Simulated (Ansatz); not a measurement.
Reaction (substitution at a C–O bond): `C[O][AlH][CH2]F` + `NCCN` → `CNCCN` + `[OH][AlH][CH2]F`

Isolated molecules relaxed with PBE0-D4/def2-TZVP in Ansatz; ΔE leaves out vibrations. CCSD(T)/CBS is the MP2 limit (def2-TZVPP, def2-QZVPP) plus CCSD(T) − MP2 in def2-TZVPP, frozen cores. Functionals use def2-TZVPP. B3LYP here is the variant with VWN-RPA as its local correlation; programs differ in this. One conformer a species, not always the lowest.

`C[O][AlH][CH2]F`:

```xyz
11

C     0.060    1.970   -0.116
O    -0.592    1.036    0.695
Al   -0.687   -0.633    0.847
C     0.335   -1.822   -0.366
F     1.088   -1.088   -1.293
H     0.690    2.621    0.498
H    -0.678    2.601   -0.623
H     0.689    1.495   -0.876
H    -1.615   -1.212    1.985
H     1.029   -2.473    0.182
H    -0.320   -2.496   -0.933
```

`NCCN`:

Cartesian coordinates in Å:
```
N -1.464 -0.373 -0.272
C -0.121 -0.281 -0.824
C 0.922 -0.318 0.282
N 0.840 0.745 1.268
H -1.711 0.490 0.197
H -2.146 -0.508 -1.006
H 0.037 -1.142 -1.482
H 0.041 0.621 -1.438
H 0.836 -1.271 0.812
H 1.919 -0.293 -0.171
H -0.013 0.672 1.806
H 0.858 1.657 0.829
```

`CNCCN`:

Z-matrix (Å, degrees):
```
C
N 1 1.446
H 1 1.103 2 114.0
H 1 1.092 2 109.9 3 121.7
H 1 1.094 2 109.5 3 -120.3
C 2 1.448 1 113.6 3 55.2
H 2 1.013 1 109.7 3 -67.3
C 6 1.521 2 110.5 1 174.6
H 6 1.106 2 112.8 1 -62.0
H 6 1.097 2 107.7 1 55.3
N 8 1.451 6 115.2 2 -60.6
H 8 1.094 6 109.4 2 176.2
H 8 1.098 6 108.7 2 61.0
H 11 1.015 8 108.4 6 46.2
H 11 1.013 8 109.9 6 -69.4
```

`[OH][AlH][CH2]F`:

```xyz
8

O     1.351    1.235    0.734
Al    0.737   -0.220    0.115
C    -1.183   -0.161   -0.348
F    -1.597   -1.401   -0.853
H     2.258    1.366    1.004
H     1.656   -1.495   -0.064
H    -1.407    0.600   -1.105
H    -1.814    0.076    0.517
```

| level | ΔE (kcal/mol) | difference from CCSD(T)/CBS |
| --- | --- | --- |
| PBE-D4 | -8.2 | 0.6 |
| r2SCAN-D4 | -8.2 | 0.6 |
| PBE0-D4 | -8.4 | 0.4 |
| B3LYP-D4 | -7.2 | 1.6 |
| ωB97X-V | -7.9 | 0.9 |
| ωB97M-V | -8.3 | 0.5 |
| B2PLYP | -7.9 | 0.9 |
| PBE | -8.1 | 0.7 |
| r2SCAN | -8.1 | 0.7 |
| PBE0 | -8.4 | 0.4 |
| B3LYP | -7.1 | 1.7 |
| HF/def2-TZVPP | -6.5 | 2.3 |
| MP2/def2-TZVPP | -9.7 | -0.9 |
| SCS-MP2/def2-TZVPP | -8.7 | 0.1 |
| CCSD/def2-TZVPP | -8.5 | 0.3 |
| CCSD(T)/def2-TZVPP | -8.7 | 0.1 |
| HF/def2-QZVPP | -6.4 | 2.4 |
| MP2/def2-QZVPP | -9.7 | -0.9 |
| SCS-MP2/def2-QZVPP | -8.8 | 0.0 |
| HF/CBS(def2) | -6.4 | 2.4 |
| MP2/CBS(def2) | -9.8 | -1.0 |
| CCSD/CBS(def2) | -8.6 | 0.2 |
| CCSD(T)/CBS | -8.8 | 0 |

Largest T1 diagnostic among the species: 0.012.

In def2-TZVPP, CCSD(T) changes the Hartree–Fock value by −2.2 kcal/mol (the triples alone add −0.2 kcal/mol) and MP2 by −3.2 kcal/mol.
